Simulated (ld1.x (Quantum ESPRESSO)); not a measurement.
# lutetium (Lu), TM: configuration errors across variants

- Element: lutetium
- Generator: ld1.x (Quantum ESPRESSO) 7.5
- Type: norm-conserving Troullier–Martins (Kleinman–Bylander form)
- Functional: PBE
- Relativity: scalar-relativistic
- Frozen core: [Xe]
- Valence charge: 17
- Reference configuration: 4f14 5d1 6s1 6p0 (charge +1)
- Partial waves: 6s (bound): rc 3.10 bohr; 6p (bound, empty): rc 3.05 bohr; 5d (bound): rc 3.10 bohr; 4f (bound): rc 1.15 bohr
- Local potential: all-electron potential smoothed inside 1.45 bohr (lloc = -1)
- Core correction: Bessel-smoothed model core inside 1.15 bohr

All-electron excitation energies from the reference (eV): (1) 4f14 5d1 6s2 6p0 -7.365; (2) 4f14 5d1 6s0 6p0 13.279; (3) 4f14 5d0 6s0 6p0 33.236; (4) 4f14 5d2 6s1 6p0 -4.359; (5) 4f13 5d0 6s0 6p0 79.952; (6) 4f14 5d1 6s0 6p1 4.247.

Tests that are not counted but printed errors over 1 eV. “base”: 4f13 5d1 6s2 6p0 (solver errors, printed error -3286 eV). “core correction Bessel-smoothed model core inside 0.88 bohr”: 4f13 5d1 6s2 6p0 (solver errors, printed error -3270 eV).

3 further variants failed, have other tests or too few solved ones, and are left out.

A true bound ghost makes a file unfit for plane-wave use even where its test errors are small: the radial tests pick states by their node count and pass the ghost by. Where a test does run into it, the solver fails or the error is huge.

Errors AE − PS in meV (a dash: test not solved or not reliable):

```tsv
change	(1)	(2)	(3)	(4)	(5)	(6)	bound ghosts
base	+1.3	-20	-180	-11	-2228	-9.4	s, p
core correction Bessel-smoothed model core inside 0.88 bohr	+1.3	-20	-180	-12	-2235	-9.4	s, p
all radii but the core radius scaled by about 0.73 (s 2.28, p 2.24, d 2.28, f 0.84 bohr); local potential all-electron potential smoothed inside 1.06 bohr (lloc = -1)	-2.1	-17	-231	-21	-2478	-9.2	s, p
```

(1) Give the same row for: wave 4f (bound): rc 1.15 bohr becomes 4f (bound): rc 1.28 bohr.

## Answers

(1) +1.3, -20, -179, -11, -2194, -9.4; bound ghosts: s, p. Not counted: 4f13 5d1 6s2 6p0 (solver errors, printed error -3173 eV).
